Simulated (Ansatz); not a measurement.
## Molecular dynamics, step by step

CH₂BrO (SMILES [Br-].C=O) (charge -1), closed shell, wB97X-V/def2-SVP (Ansatz 0.2.0). Settings (timestep in fs, temperature in K; T counts 9 degrees of freedom):

```yaml
hamiltonian: {xc: {name: wB97X-V}}
md: {n_steps: 30, timestep: 0.75, temperature: 700, ensemble: nve, seed: 662, initial_velocities: maxwell_boltzmann}
```

Start (the SMILES describes the start alone):

```
atom    x (Å)    y (Å)    z (Å)
 Br1   0.2699   0.0686  -2.4661
  C2  -0.0657  -0.0166   0.6100
  O3  -1.0110  -0.3622   1.2782
  H4   0.7296  -0.7150   0.3004
  H5   0.0771   1.0252   0.2775
```

```json
{"step": "0", "time (fs)": "0.00", "potential energy less the start (meV)": "0.0", "kinetic energy (meV)": "271.4", "T (K)": "700"}
{"step": "2", "time (fs)": "1.50", "potential energy less the start (meV)": "106.6", "kinetic energy (meV)": "170.0", "T (K)": "438"}
{"step": "4", "time (fs)": "3.00", "potential energy less the start (meV)": "148.7", "kinetic energy (meV)": "128.7", "T (K)": "332"}
{"step": "6", "time (fs)": "4.50", "potential energy less the start (meV)": "72.5", "kinetic energy (meV)": "200.9", "T (K)": "518"}
{"step": "8", "time (fs)": "6.00", "potential energy less the start (meV)": "90.1", "kinetic energy (meV)": "184.9", "T (K)": "477"}
{"step": "10", "time (fs)": "7.50", "potential energy less the start (meV)": "145.1", "kinetic energy (meV)": "131.9", "T (K)": "340"}
{"step": "12", "time (fs)": "9.00", "potential energy less the start (meV)": "119.3", "kinetic energy (meV)": "157.4", "T (K)": "406"}
{"step": "14", "time (fs)": "10.50", "potential energy less the start (meV)": "44.4", "kinetic energy (meV)": "228.2", "T (K)": "589"}
{"step": "16", "time (fs)": "12.00", "potential energy less the start (meV)": "113.2", "kinetic energy (meV)": "161.4", "T (K)": "416"}
{"step": "18", "time (fs)": "13.50", "potential energy less the start (meV)": "197.6", "kinetic energy (meV)": "81.5", "T (K)": "210"}
{"step": "20", "time (fs)": "15.00", "potential energy less the start (meV)": "97.2", "kinetic energy (meV)": "176.2", "T (K)": "454"}
{"step": "22", "time (fs)": "16.50", "potential energy less the start (meV)": "75.3", "kinetic energy (meV)": "198.5", "T (K)": "512"}
{"step": "24", "time (fs)": "18.00", "potential energy less the start (meV)": "157.5", "kinetic energy (meV)": "119.2", "T (K)": "307"}
{"step": "26", "time (fs)": "19.50", "potential energy less the start (meV)": "183.3", "kinetic energy (meV)": "93.9", "T (K)": "242"}
{"step": "28", "time (fs)": "21.00", "potential energy less the start (meV)": "125.0", "kinetic energy (meV)": "149.0", "T (K)": "384"}
{"step": "30", "time (fs)": "22.50", "potential energy less the start (meV)": "145.1", "kinetic energy (meV)": "128.5", "T (K)": "331"}
```

Step 8, positions (Å) and forces (eV/Å):

```json
{"atom": "Br1", "x": "0.269", "y": "0.069", "z": "-2.456", "Fx": "0.003", "Fy": "-0.019", "Fz": "-0.127"}
{"atom": "C2", "x": "-0.094", "y": "-0.027", "z": "0.566", "Fx": "2.477", "Fy": "1.596", "Fz": "-1.514"}
{"atom": "O3", "x": "-0.990", "y": "-0.356", "z": "1.271", "Fx": "-1.694", "Fy": "-0.281", "Fz": "1.039"}
{"atom": "H4", "x": "0.733", "y": "-0.720", "z": "0.269", "Fx": "-0.118", "Fy": "-0.067", "Fz": "-0.061"}
{"atom": "H5", "x": "0.122", "y": "1.044", "z": "0.143", "Fx": "-0.668", "Fy": "-1.229", "Fz": "0.663"}
```

Step 10, positions (Å) and forces (eV/Å):

```tsv
atom	x	y	z	Fx	Fy	Fz
Br1	0.269	0.069	-2.453	0.006	-0.039	-0.156
C2	-0.090	-0.031	0.550	0.747	2.566	-0.669
O3	-0.991	-0.356	1.273	-0.718	0.042	0.277
H4	0.710	-0.709	0.267	0.660	-0.673	-0.378
H5	0.116	1.071	0.110	-0.695	-1.895	0.927
```

Step 12, positions (Å) and forces (eV/Å):

| atom | x | y | z | Fx | Fy | Fz |
| --- | --- | --- | --- | --- | --- | --- |
| Br1 | 0.269 | 0.069 | -2.451 | 0.003 | -0.042 | -0.179 |
| C2 | -0.084 | -0.031 | 0.533 | -0.768 | 2.220 | 0.392 |
| O3 | -0.993 | -0.356 | 1.275 | 0.342 | 0.372 | -0.553 |
| H4 | 0.701 | -0.712 | 0.257 | 0.948 | -0.859 | -0.476 |
| H5 | 0.095 | 1.059 | 0.096 | -0.526 | -1.691 | 0.816 |

Last step (30):

```tsv
atom	x (Å)	y (Å)	z (Å)
Br1	0.2678	0.0690	-2.4325
C2	-0.1140	-0.0483	0.4703
O3	-0.9549	-0.3334	1.2450
H4	0.7078	-0.7220	0.0972
H5	-0.0503	0.9217	0.0165
```

The run took about 76 s on 2 CPU threads of an Intel Xeon Platinum 8488C (shared host).
